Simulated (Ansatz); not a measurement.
A geometry relaxed with B3LYP-D3(BJ)/def2-SVP run with Ansatz (a program for electronic structure), charge 0, multiplicity 1:

```xyz
21

C      0.4114    -1.2881     0.3935
C      1.5515    -0.4897     0.1360
C      2.9299    -1.0783     0.3038
C     -1.6783     2.8406    -0.8597
H     -1.8662    -3.2664     1.0242
H      3.0755    -1.9487    -0.3577
Si    -2.3701    -1.9240     0.6175
H     -2.2384     3.7350    -1.1295
H      3.7142    -0.3432     0.0712
C     -1.0421     0.5285    -0.1530
H     -3.2085    -1.3528     1.7123
H      2.2380     1.4627    -0.4742
C      0.0746     1.3611    -0.4206
C     -0.3250     2.6849    -0.8261
C     -0.8965    -0.8120     0.2596
H      0.5686    -2.3235     0.7111
H      0.3801     3.4783    -1.0778
H     -3.2340    -2.0605    -0.5919
H      3.0911    -1.4294     1.3368
S     -2.5464     1.3961    -0.4062
C      1.3705     0.8294    -0.2692
```

Task: Write the SMILES of this molecule.

Result: `Cc1cc([SiH3])c2sccc2c1`
